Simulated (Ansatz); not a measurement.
Cartesian coordinates (Å):
```xyz
11

C     -1.3867     0.3344     0.4716
C     -0.5838    -0.3361    -0.5879
C      0.7498    -0.4370    -0.6775
C      1.7457     0.0988     0.2645
O      1.5257     0.7296     1.2759
H     -2.0806    -0.3853     0.9175
H     -2.0089     1.1148     0.0217
H     -0.7673     0.7702     1.2478
H     -1.1611    -0.7993    -1.3845
H      1.1731    -0.9667    -1.5244
H      2.7941    -0.1234    -0.0244
```
Charge 0, multiplicity 1.

Method: frozen-core CCSD(T)/cc-pVTZ // B3LYP-D3(BJ)/def2-TZVP (Ansatz, an electronic-structure program). The restricted HF reference is unstable towards unrestricted orbitals.

```yaml
HF energy: -229.88072 Ha
MP2 correlation energy: -0.88312 Ha
```

Estimate the CCSD correlation energy, the (T) correction, the total energy and the T1 diagnostic.


The CCSD correlation energy is -0.91458 Ha and the (T) correction is -0.04164 Ha. The CCSD(T) total energy is -230.83694 Ha. The T1 diagnostic comes out as 0.015.
